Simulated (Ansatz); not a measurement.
Z-matrix (Å, degrees):
```
Si
C 1 1.942
H 1 1.482 2 109.7
H 1 1.488 2 108.3 3 121.4
H 1 1.488 2 108.3 3 -121.4
Si 2 1.942 1 120.3 3 179.8
O 2 1.212 1 119.9 3 -0.2
H 6 1.488 2 108.3 1 58.0
H 6 1.482 2 109.7 1 179.4
H 6 1.488 2 108.3 1 -59.2
```

Charge 0, multiplicity 1.

Question: List the CAM-B3LYP/def2-TZVPP orbital energies in eV (Ansatz 0.2.0). (Estimate.)

Answer: The calculation gave: Occupied: -1801.20, -1801.20, -523.00, -281.23, -145.82, -145.82, -101.14, -101.14, -101.13, -101.13, -101.13, -101.13, -31.12, -19.29, -17.35, -15.68, -13.63, -13.39, -13.26, -11.70, -11.52, -11.47, -11.39, -7.89. Lowest empty: -0.68, 0.97, 1.18, 2.01, 2.08, 2.13, 2.58, 2.72.
